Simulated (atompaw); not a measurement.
Plane-wave convergence, PAW (atompaw) potential for Ta

- Element: Ta
- Generator: atompaw 4.2.0.5
- Type: PAW
- Functional: LDA (PW92)
- Relativity: scalar-relativistic
- Frozen core: [Xe] 4f14
- Valence charge: 5
- Reference configuration: 5d3 6s2 6p0
- Partial waves: 6s (bound): rc 3.00 bohr; 6s channel at 2.5 Ry: rc 3.00 bohr; 6p (bound, empty): rc 3.00 bohr; 6p channel at 0.25 Ry: rc 3.00 bohr; 5d (bound): rc 1.70 bohr; 5d channel at 4.3 Ry: rc 3.00 bohr
- Local potential: troulliermartins scheme with l = 3 at -0.5 Ry, radius 2.45 bohr
- Core correction: smooth core density matched at 2.90 bohr
- Augmentation charge: sinc compensation charge, radius 2.85 bohr; PAW radius 3.00 bohr; waves and projectors: custom polynom2 7 10 vanderbiltortho

The pseudo-atom Hamiltonian at the reference potential is diagonalised in spherical Bessel functions j_l(qr) that vanish at 20 bohr, with q² up to the cutoff. All-electron valence levels (Ry): 6s -0.4125, 6p -0.1086, 5d -0.2780.

Question: How do the lowest levels (Ry) of each channel move with the cutoff, and are there ghosts?

Answer:

```json
{"cutoff (Ry)": "8", "s #1": "-0.4127", "s #2": "0.0016", "p #1": "-0.1086", "p #2": "0.0490", "p #3": "0.1704", "d #1": "0.0513", "d #2": "0.1303", "f #1": "0.1085", "Σ f·Δε (mRy)": "988.3"}
{"cutoff (Ry)": "12", "s #1": "-2.2022", "s #2": "-0.4125", "p #1": "-0.2025", "p #2": "-0.1086", "p #3": "0.0490", "d #1": "-0.1222", "d #2": "0.0628", "f #1": "0.1085", "Σ f·Δε (mRy)": "467.3"}
{"cutoff (Ry)": "18", "s #1": "-3.9733", "s #2": "-0.4125", "p #1": "-1.4959", "p #2": "-0.1086", "p #3": "0.0490", "d #1": "-0.2710", "d #2": "0.0595", "f #1": "0.1085", "Σ f·Δε (mRy)": "20.9"}
{"cutoff (Ry)": "21", "s #1": "-4.2426", "s #2": "-0.4125", "p #1": "-1.8372", "p #2": "-0.1086", "p #3": "0.0490", "d #1": "-0.2764", "d #2": "0.0594", "f #1": "0.1085", "Σ f·Δε (mRy)": "4.8"}
{"cutoff (Ry)": "30", "s #1": "-4.5552", "s #2": "-0.4125", "p #1": "-2.2728", "p #2": "-0.1086", "p #3": "0.0490", "d #1": "-0.2778", "d #2": "0.0594", "f #1": "0.1085", "Σ f·Δε (mRy)": "0.6"}
{"cutoff (Ry)": "40", "s #1": "-4.6268", "s #2": "-0.4125", "p #1": "-2.3501", "p #2": "-0.1086", "p #3": "0.0490", "d #1": "-0.2779", "d #2": "0.0594", "f #1": "0.1085", "Σ f·Δε (mRy)": "0.4"}
{"cutoff (Ry)": "400", "s #1": "-4.6290", "s #2": "-0.4125", "p #1": "-2.3566", "p #2": "-0.1086", "p #3": "0.0490", "d #1": "-0.2780", "d #2": "0.0594", "f #1": "0.1085", "Σ f·Δε (mRy)": "0.0"}
```

Result: ghost states, extra bound levels that the all-electron valence spectrum of the same l lacks: s at -63.0 eV, p at -32.1 eV (a true bound ghost makes a file unfit for plane-wave use); 10 mRy is reached at 21 Ry and 1 mRy at 30 Ry.
